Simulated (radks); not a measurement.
Species: the tantalum ion Ta4+. Configuration: [Xe] 4f14 5d1 (the NIST ground configuration). Method: scalar-relativistic Kohn-Sham, BLYP, spin-polarised, spherical densities, finite nucleus; open shells are filled with parallel spins first (spin-orbit coupling, left out, can overturn this in heavy ions); Fermi nuclear charge, rms radius 5.3507 fm; computed with a radial shooting solver on a logarithmic mesh with Libxc functionals.

Radial electron density D(r) = 4 pi r^2 rho(r):

```
   r/bohr * D(r) (the largest magnitude, 131, reaches the edge; | marks zero)
  0.00092 |  *
 0.001227 |   *
 0.001637 |     *
 0.002165 |        *
 0.002888 |             *
 0.003852 |                   *
 0.005138 |                         *
 0.006853 |                                *
  0.00914 |                                      *
  0.01219 |                                         *
  0.01626 |                                       *
  0.02151 |                                     *
  0.02869 |                                     *
  0.03827 |                                             *
  0.05104 |                                                      *
  0.06808 |                                                     *
   0.0908 |                                            *
   0.1211 |                                            *
   0.1615 |                                                  *
   0.2137 |                                       *
    0.285 |                         *
   0.3802 |                             *
   0.5071 |                           *
   0.6763 |               *
    0.902 |       *
    1.203 |    *
    1.605 | *
    2.123 |*
    2.832 *
    3.777 *
    5.037 *
```

D(r) has 4 maxima, at r = 0.0127, 0.0575, 0.160, 0.429 bohr, and minima at 0.0243, 0.104, 0.301 bohr, inside which lie 1.90, 11.09, 29.82 electrons.
